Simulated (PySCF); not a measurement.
# Orbital picture of PPb

PBE at R = 2.446 Å; PySCF, scalar-relativistic core potentials, basis sets P def2-SVPD, Pb def2-SVPD with ECP60. State: ²Π (doublet), unpaired electrons π ↑. Only the outer orbitals are listed, counted within each symmetry, core potentials removing the inner ones.

```
spin  orbital  occ.  ε (eV)  on P (%)           main shells (%)
   α       7σ     1  -14.42        63           59 P s, 34 Pb s
   α       8σ     1  -11.20        41           56 Pb s, 37 P s
   α       4π     1   -5.92        74           73 P p, 24 Pb p
   α       9σ     1   -5.51        58           54 P p, 37 Pb p
   α       4π     1   -5.22        67           66 P p, 31 Pb p
   α       5π     0   -3.22        25           73 Pb p, 22 P p
   α       5π     0   -2.77        30           66 Pb p, 28 P p
   α      10σ     0   -0.44        25  52 Pb s, 16 Pb p, 16 P p
   β       7σ     1  -13.94        53           49 P s, 45 Pb s
   β       8σ     1  -10.82        49           47 Pb s, 46 P s
   β       9σ     1   -5.30        56           52 P p, 40 Pb p
   β       4π     1   -4.96        59           58 P p, 39 Pb p
   β       4π     0   -4.78        51           51 P p, 47 Pb p
   β       5π     0   -2.67        37           58 Pb p, 34 P p
   β       5π     0   -2.57        43           50 Pb p, 40 P p
```

Task: Which are the highest filled and the lowest empty level, where do they sit, and how wide is the gap?

Result: Highest filled β 4π at -4.96 eV (in %: 58 P p, 39 Pb p); lowest empty β 4π at -4.78 eV (in %: 51 P p, 47 Pb p); the gap at PBE is 0.18 eV. Both belong to one degenerate shell, split only by its one-sided filling, so this is no excitation gap.

```
bond order (Mayer)                              : 2.24
⟨S²⟩                                            : 0.759
charge on P (Mulliken, basis-dependent)         : -0.22
charge on P (Löwdin, basis-dependent)           : -0.10
dipole moment (positive dipole means P(−)Pb(+)) : 2.63 D
polarisability along the bond                   : 120.7 bohr³
polarisability across the bond                  : 61.6 bohr³
```

These are scalar-relativistic numbers at best; spin–orbit coupling would shift them, the dissociation energy most. The state is the lowest determinant that a PBE0 search found; another state may lie lower at other levels.
